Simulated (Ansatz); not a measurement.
`O[SiH2]O[SiH2]S` + `CN[SiH2]O` → `CN([SiH2]O)[SiH2]O` + `O[SiH2]S`  (ligand exchange at the Si–O bond)

Gas-phase electronic energies from Ansatz, PBE0-D4/def2-TZVP geometries. CCSD(T)/CBS is the MP2 limit (def2-TZVPP, def2-QZVPP) plus CCSD(T) − MP2 in def2-TZVPP, frozen cores. Functionals use def2-TZVPP. B3LYP here is the variant with VWN-RPA as its local correlation; programs differ in this. Each species was taken in one conformer, which may not be the lowest.

```csv
level,ΔE (kJ/mol),difference from CCSD(T)/CBS
PBE-D4,54.5,-6.0
r2SCAN-D4,59.3,-1.2
PBE0-D4,57.2,-3.3
B3LYP-D4,63.1,2.6
ωB97X-V,61.1,0.6
ωB97M-V,59.8,-0.7
B2PLYP,65.0,4.5
PBE,57.6,-2.9
r2SCAN,60.0,-0.5
PBE0,59.6,-0.9
B3LYP,68.0,7.5
HF/def2-TZVPP,78.7,18.2
MP2/def2-TZVPP,58.3,-2.2
SCS-MP2/def2-TZVPP,62.3,1.8
CCSD/def2-TZVPP,62.1,1.6
CCSD(T)/def2-TZVPP,59.1,-1.4
HF/def2-QZVPP,80.0,19.5
MP2/def2-QZVPP,59.5,-1.0
SCS-MP2/def2-QZVPP,63.5,3.0
HF/CBS(def2),80.2,19.7
MP2/CBS(def2),59.6,-0.9
CCSD/CBS(def2),63.4,2.9
CCSD(T)/CBS,60.5,0
```

Largest T1 diagnostic among the species: 0.012.

The D4 term adds −4.9 kJ/mol with B3LYP and −2.5 kJ/mol with PBE0; it sums over pairs of atoms, weighted by their polarisabilities, and B3LYP, whose exchange is more repulsive, gets the larger term. In def2-TZVPP, CCSD(T) changes the Hartree–Fock value by −19.6 kJ/mol (the triples alone add −3.0 kJ/mol) and MP2 by −20.4 kJ/mol.
